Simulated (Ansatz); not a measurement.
`[OH][Al]([OH])[OH]` + `O[SiH2][SiH](S)Cl` → `[OH][Al]([OH])[Cl]` + `O[SiH2][SiH](O)S`  (redistribution)

Calculated with Ansatz (gas phase, PBE0-D4/def2-TZVP geometries, no zero-point term in ΔE). CCSD(T)/CBS is the MP2 limit (def2-TZVPP, def2-QZVPP) plus CCSD(T) − MP2 in def2-TZVPP, frozen cores. This one scheme is used for every species. Functionals use def2-TZVPP. B3LYP here is the variant with VWN-RPA as its local correlation; programs differ in this. One conformer a species, not always the lowest.

`[OH][Al]([OH])[OH]`:

Z-matrix (Å, degrees):
```
Al
O 1 1.689
O 1 1.689 2 120.0
O 1 1.689 2 120.0 3 -180.0
H 2 0.955 1 122.4 3 0.0
H 3 0.956 1 122.5 2 -180.0
H 4 0.956 1 122.4 2 0.0
```

`O[SiH2][SiH](S)Cl`:

```xyz
10

O    -0.345    0.883   -1.747
Si    0.553   -0.345   -1.100
Si    0.222   -0.275    1.218
S    -1.805   -0.688    1.713
Cl    0.764    1.667    1.729
H    -0.146    1.768   -1.435
H     2.005   -0.202   -1.404
H     0.033   -1.597   -1.697
H     1.020   -1.187    2.071
H    -2.300   -0.025    0.653
```

`[OH][Al]([OH])[Cl]`:

```xyz
6

O     1.108   -0.788   -0.914
Al   -0.053   -0.045    0.046
O    -0.120    1.633    0.058
Cl   -1.382   -1.181    1.196
H     1.201   -1.738   -0.967
H    -0.755    2.118    0.581
```

`O[SiH2][SiH](O)S`:

```xyz
11

O    -0.882    1.310    1.486
Si   -1.313    0.724   -0.001
Si    0.402   -0.715   -0.696
O     0.631   -1.643    0.656
S     2.167    0.350   -1.269
H    -0.605    0.652    2.128
H    -1.448    1.900   -0.893
H    -2.618    0.002    0.043
H     0.138   -1.549   -1.901
H     1.396   -2.223    0.670
H     2.133    1.193   -0.222
```

Is it downhill or uphill in electronic energy at CCSD(T)/CBS, and by how much? (Best estimate.)

The calculation gave: Downhill: ΔE = -0.20 eV.

What do these levels give: PBE0-D4, B3LYP-D4, ωB97X-V, PBE, B3LYP, HF/def2-TZVPP, MP2/def2-TZVPP, SCS-MP2/def2-TZVPP, CCSD(T)/def2-TZVPP, MP2/def2-QZVPP, HF/CBS(def2), CCSD/CBS(def2)? (An estimate is asked.)

Ansatz gave: PBE0-D4 -0.21, B3LYP-D4 -0.20, ωB97X-V -0.23, PBE -0.19, B3LYP -0.23, HF/def2-TZVPP -0.33, MP2/def2-TZVPP -0.20, SCS-MP2/def2-TZVPP -0.21, CCSD(T)/def2-TZVPP -0.22, MP2/def2-QZVPP -0.18, HF/CBS(def2) -0.32, CCSD/CBS(def2) -0.21 eV.

Largest T1 diagnostic among the species: 0.012.

In def2-TZVPP, CCSD(T) changes the Hartree–Fock value by +0.10 eV (the triples alone add +0.01 eV) and MP2 by +0.13 eV.
